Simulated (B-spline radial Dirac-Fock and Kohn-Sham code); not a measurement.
**EELS cross sections of the Pt L3 (2p3/2) edge**

System: neutral platinum, configuration [Xe] 4f14 5d9 6s1. These are calculated numbers from a radial B-spline solver; the model is the first Born approximation with generalised oscillator strengths from a Dirac-Hartree-Slater potential (longitudinal and transverse terms; continuum final states only, so no white lines or fine structure). The edge is taken at 11564.0 eV (tabulated value).

Input file task.json (cfg lists n, l and occupation; rrms is the nuclear radius in fm):

```json
{"items": [{
  "Z": 78,
  "q": 0,
  "cfg": [[1, 0, 2], [2, 0, 2], [2, 1, 6], [3, 0, 2], [3, 1, 6], [3, 2, 10], [4, 0, 2], [4, 1, 6], [4, 2, 10], [4, 3, 14], [5, 0, 2], [5, 1, 6], [5, 2, 9], [6, 0, 1]],
  "A": 195,
  "rrms": 5.427,
  "do": "eels",
  "beams": [[60, 5], [60, 20], [60, 50], [80, 5], [80, 10], [80, 100], [100, 50], [120, 5], [120, 10], [200, 5], [200, 10], [200, 100], [300, 5], [300, 20]],
  "edges": {"L3": 11564.0}
}]}
```

Run with: `python xray2_run.py task.json out`

Partial cross sections σ(β, Δ) in barn, integrated over a window Δ above the edge and up to the collection semi-angle β, for parallel illumination:

```csv
E₀ (kV),β (mrad),Δ = 25 eV,Δ = 50 eV,Δ = 100 eV,Δ = 200 eV,Δ = 300 eV
60,5,0.00162,0.00350,0.00715,0.0142,0.0210
60,20,0.0256,0.0551,0.113,0.224,0.331
60,50,0.148,0.319,0.653,1.30,1.92
80,5,0.00235,0.00506,0.0103,0.0205,0.0302
80,10,0.00936,0.0201,0.0411,0.0816,0.120
80,100,0.580,1.25,2.57,5.13,7.61
100,50,0.250,0.538,1.10,2.19,3.23
120,5,0.00388,0.00834,0.0170,0.0337,0.0496
120,10,0.0154,0.0330,0.0673,0.133,0.197
200,5,0.00725,0.0156,0.0316,0.0626,0.0923
200,10,0.0287,0.0615,0.125,0.248,0.365
200,100,0.789,1.70,3.50,7.02,10.4
300,5,0.0123,0.0263,0.0534,0.106,0.156
300,20,?,?,?,?,?
```

Q: Give the row for 300 kV and 20 mrad.

A: 0.173 b for 25 eV, 0.370 b for 50 eV, 0.754 b for 100 eV, 1.50 b for 200 eV, 2.21 b for 300 eV.
